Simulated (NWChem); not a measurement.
# CHAgO; SMILES [O+]#[C-]->[AgH]

Computed with NWChem. Structure relaxed at the PBE0/def2-SVP level. def2 effective core potentials on Ag; no spin-orbit coupling. Ions are spin-unrestricted doublets at the neutral geometry; other ion states weren't tried.

```
level                                  vertical ionisation energy, ΔSCF (eV)  −ε(HOMO) (eV)  ΔSCF minus −ε(HOMO) (eV)
-------------------------------------  -------------------------------------  -------------  ------------------------
B3LYP/def2-SVPD                                                         9.17           6.63                      2.54
PBE/def2-SVPD                                                           9.14           5.81                      3.33
LDA (Slater exchange, VWN5)/def2-SVPD                                    [?]            [?]                       [?]
M06-2X/def2-SVPD                                                        8.85           7.55                      1.30
r2SCAN/def2-SVPD                                                        9.09           5.98                      3.11
```

Question: What belongs in the gaps?

Answer: 
- LDA (Slater exchange, VWN5)/def2-SVPD, vertical ionisation energy, ΔSCF (eV): 9.45
- LDA (Slater exchange, VWN5)/def2-SVPD, −ε(HOMO) (eV): 6.06
- LDA (Slater exchange, VWN5)/def2-SVPD, ΔSCF minus −ε(HOMO) (eV): 3.39
